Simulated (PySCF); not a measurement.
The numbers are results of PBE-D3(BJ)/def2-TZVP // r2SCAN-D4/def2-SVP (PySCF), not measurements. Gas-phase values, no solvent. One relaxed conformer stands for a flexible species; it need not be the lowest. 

Reference species: [Ta(Cl)5] (neutral, multiplicity 1).

* **HOMO**: -7.83 eV
* **HOMO–LUMO gap**: 3.39 eV
* **coordination number**: 5
* **charge on the central atom (Mulliken)**: 1.00 e

Changed species: [Ta(Cl)2(NH2)3] (3 of 5 Cl replaced by NH2; the reference has 0 of 5 Cl replaced by NH2).

What does the change do to the HOMO, HOMO–LUMO gap, coordination number and charge on the central atom (Mulliken)?

the HOMO rises by 1.68 eV, to -6.15 eV; the HOMO–LUMO gap falls by 0.41 eV, to 2.98 eV; the coordination number hardly moves; the charge on the central atom (Mulliken) goes up by 0.14 e, to 1.14 e.
